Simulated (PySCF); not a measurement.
# Highest orbital energy against ionisation energy along the third row

Calculated with PySCF 2.14, no spin-orbit coupling. Each cell gives −ε(HOMO) / ΔSCF in eV; NIST values include spin-orbit coupling, (s) semi-empirical, (t) theoretical.

| species | UHF | LDA | PBE | PBE0 | r2SCAN | NIST (lowest levels) |
| --- | --- | --- | --- | --- | --- | --- |
| Mg⁺ (def2-TZVPPD, non-relativistic) | 14.726 / 14.712 | 12.012 / 15.315 | 11.928 / 15.306 | 12.722 / 15.208 | 12.075 / 15.004 | 15.035 |
| Al⁺ (def2-TZVPPD, non-relativistic) | 17.748 / 17.531 | 14.898 / 18.915 | 14.788 / 18.783 | 15.737 / 18.675 | 14.926 / 18.385 | 18.829 |
| Si⁺ (def2-TZVPPD, non-relativistic) | 16.214 / 15.842 | 12.081 / 16.376 | 12.204 / 16.421 | 13.343 / 16.441 | 12.565 / 16.529 | 16.346 |
| P⁺ (def2-TZVPPD, non-relativistic) | 19.729 / 19.162 | 14.921 / 19.824 | 14.990 / 19.789 | 16.334 / 19.822 | 15.417 / 19.949 | 19.769 (s) |
| S⁺ (def2-TZVPPD, non-relativistic) | 23.460 / 22.716 | 17.892 / 23.402 | 17.929 / 23.320 | 19.495 / 23.384 | 18.471 / 23.521 | 23.338 |
| Cl⁺ (def2-TZVPPD, non-relativistic) | 23.638 / 22.579 | 18.342 / 23.972 | 18.372 / 23.854 | 19.949 / 23.842 | 18.723 / 23.808 | 23.814 |
| Ar⁺ (def2-TZVPPD, non-relativistic) | 27.623 / 26.362 | 21.599 / 27.824 | 21.555 / 27.602 | 23.345 / 27.610 | 21.989 / 27.665 | 27.630 |

**Question.** How far is −ε(HOMO) from ΔSCF on average for each method, and why?

**Answer.** UHF 0.60 eV; LDA -4.84 eV; PBE -4.76 eV; PBE0 -3.44 eV; r2SCAN -4.38 eV. Hartree-Fock orbital energies lack relaxation and so exceed the ΔSCF value; semilocal functionals have convex E(N) from self-interaction, so their HOMO lies far too high; exact exchange moves hybrids part of the way back.
